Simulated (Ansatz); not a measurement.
SeF2⁺. Charge 1, multiplicity 2. Geometry r2SCAN-D4/def2-TZVP, that of the neutral singlet.

```xyz
3

Se    0.2254   -0.1570    0.7206
F     0.0922   -1.1596   -0.6942
F    -0.3175    1.3166   -0.0264
```

Task: Estimate the α-spin orbital energies around the gap (eV) in Ansatz with PBE-D4/def2-TZVP, r2SCAN-D4/def2-TZVP, PBE0-D4/def2-TZVP.

Result: 
```tsv
orbital	PBE-D4/def2-TZVP	r2SCAN-D4/def2-TZVP	PBE0-D4/def2-TZVP
HOMO−5	-20.04	-20.54	-21.92
HOMO−4	-19.56	-20.19	-21.77
HOMO−3	-18.31	-18.88	-20.53
HOMO−2	-18.16	-18.64	-19.99
HOMO−1	-17.87	-18.38	-19.90
HOMO	-14.93	-15.47	-16.67
LUMO	-11.50	-11.41	-10.55
LUMO+1	-10.81	-10.71	-9.79
LUMO+2	-2.03	-1.25	-1.24
LUMO+3	-1.59	-0.84	-0.79
LUMO+4	-1.38	-0.84	-0.43
LUMO+5	-1.32	-0.20	-0.35
β HOMO	-17.79	-18.29	-19.76
β LUMO	-13.56	-13.40	-12.68
```
